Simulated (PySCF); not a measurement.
# Electron correlation in Rb+ (rubidium, charge +1)

Starting occupation: [Kr]. Calculation: PySCF 2.14, in x2c-TZVPPall-2c; X2C-1e with screened-nucleus spin-orbit coupling, Gaussian nucleus. Frozen: [Ar] 3d10; 8 electrons correlated; the 6 highest virtual spinors left out.

MP2 pair energies summed by pair of shells (mhartree):

```tsv
pair	energy	share (%)
4p3/2-4p3/2	-57.14	34.1
4p1/2-4p3/2	-55.52	33.1
4p3/2-4s1/2	-22.55	13.5
4p1/2-4p1/2	-14.42	8.6
4p1/2-4s1/2	-11.24	6.7
4s1/2-4s1/2	-6.70	4.0
```

Total MP2 correlation energy: -167.57 mhartree.

This basis was not built for core-valence correlation, so the inner-shell part is incomplete.
